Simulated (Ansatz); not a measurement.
Z-matrix (Å, degrees):
```
Si
O 1 1.6387
H 2 0.9609 1 117.00
S 1 2.1102 2 107.25 3 174.39
H 4 1.3414 1 93.66 2 47.64
S 1 2.1175 2 114.88 3 55.84
H 6 1.3416 1 94.18 2 70.75
S 1 2.1206 2 106.48 3 -61.78
H 8 1.3401 1 94.06 2 179.69
```
Charge 0, multiplicity 1.

Computed with Ansatz (a quantum-chemistry and plane-wave program) with frozen-core CCSD(T)/cc-pVTZ // ωB97X-D3(BJ)/def2-TZVP.

```
Item                            Result
----------------------  --------------
HF energy               -1558.97116 Ha
MP2 correlation energy     -0.88965 Ha
```

Problem. Estimate the CCSD correlation energy, the (T) correction, the total energy and the T1 diagnostic.

Solution. 
```
Quantity                         Result
-----------------------  --------------
CCSD correlation energy     -0.94444 Ha
(T) correction              -0.04205 Ha
CCSD(T) total energy     -1559.95765 Ha
T1 diagnostic                     0.012
```
